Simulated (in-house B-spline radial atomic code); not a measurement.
Whole-atom quantities along the 7-electron series, configuration 1s2 2s2 2p1/2(2) 2p3/2(1). Breit and QED terms are first order and not part of the total energy; the density at the nucleus is averaged over the nuclear charge. Computed with a B-spline radial code for spherical atoms: Dirac-Hartree-Fock, jj configuration that fills j = l - 1/2 first, finite nuclei.

```
  ion   Z  E/Z² (Eh)  Σ<r²> (bohr²)  n(0)/Z³ (bohr⁻³)  Lamb diamagnetic shielding (ppm)  repulsion over attraction  Breit energy (eV)  self-energy (eV)  vacuum polarisation (eV)
Pm54+  61    -1.6396       0.046876            2.0055                           3837.36                   0.021161             150.84            176.76                   -27.207
Sm55+  62    -1.6439       0.045099             2.062                           3917.62                   0.020803             158.97            187.34                   -29.263
Eu56+  63    -1.6483        0.04341            2.1297                            3998.9                   0.020456             167.43            198.41                   -31.454
Gd57+  64    -1.6528       0.041803            2.1989                            4081.2                   0.020118              176.2            209.98                   -33.784
Tb58+  65    -1.6573       0.040272            2.2879                           4164.64                    0.01979             185.31            222.08                   -36.271
Dy59+  66    -1.6619       0.038814              2.35                           4249.06                   0.019471             194.75            234.71                   -38.894
Ho60+  67    -1.6665       0.037424            2.4377                           4334.72                   0.019161             204.55            247.92                   -41.697
Er61+  68    -1.6712       0.036097            2.5205                           4421.54                   0.018859              214.7             261.7                   -44.667
Tm62+  69    -1.6759       0.034829            2.6183                           4509.64                   0.018565             225.23             276.1                   -47.832
Yb63+  70          ?              ?                 ?                                 ?                          ?                  ?                 ?                         ?
Lu64+  71    -1.6856       0.032459            2.7973                            4689.6                   0.018001             247.42            306.81                   -54.732
Hf65+  72    -1.6906       0.031351            2.9096                           4781.71                   0.017728             259.12            323.19                   -58.519
Ta66+  73    -1.6956       0.030289            3.0231                           4875.25                   0.017463             271.23            340.27                   -62.536
 W67+  74    -1.7007       0.029272            3.1404                           4970.27                   0.017204             283.76             358.1                   -66.797
Re68+  75          ?              ?                 ?                                 ?                          ?                  ?                 ?                         ?
Os69+  76    -1.7112        0.02736              3.39                           5165.04                   0.016705             310.14            396.11                   -76.117
Ir70+  77    -1.7166       0.026462            3.5327                           5264.97                   0.016463             324.02            416.35                    -81.22
Pt71+  78    -1.7221       0.025599            3.6747                           5366.62                   0.016227             338.37            437.46                   -86.626
Au72+  79          ?              ?                 ?                                 ?                          ?                  ?                 ?                         ?
Hg73+  80    -1.7333       0.023973            3.9847                           5575.49                   0.015771             368.56            482.44                   -98.458
```

Problem. Fill in the row of Yb63+.

Solution. E/Z² (Eh): -1.6807; Σ<r²> (bohr²): 0.033618; n(0)/Z³ (bohr⁻³): 2.7038; Lamb diamagnetic shielding (ppm): 4598.95; repulsion over attraction: 0.018279; Breit energy (eV): 236.13; self-energy (eV): 291.13; vacuum polarisation (eV): -51.177.

Problem. Fill in the row of Re68+.

Solution. E/Z² (Eh): -1.7059; Σ<r²> (bohr²): 0.028296; n(0)/Z³ (bohr⁻³): 3.2663; Lamb diamagnetic shielding (ppm): 5066.87; repulsion over attraction: 0.016951; Breit energy (eV): 296.72; self-energy (eV): 376.71; vacuum polarisation (eV): -71.323.

Problem. Fill in the row of Au72+.

Solution. E/Z² (Eh): -1.7277; Σ<r²> (bohr²): 0.02477; n(0)/Z³ (bohr⁻³): 3.8281; Lamb diamagnetic shielding (ppm): 5470.11; repulsion over attraction: 0.015996; Breit energy (eV): 353.21; self-energy (eV): 459.47; vacuum polarisation (eV): -92.369.

Problem. With what power of Z does the column «Σ<r²> (bohr²)» change over this range?

Solution. A fit of the logarithm of its size against log Z from Z = 61 to 80 has slope -2.47. Unscreened non-relativistic hydrogenic orbitals would give -2.
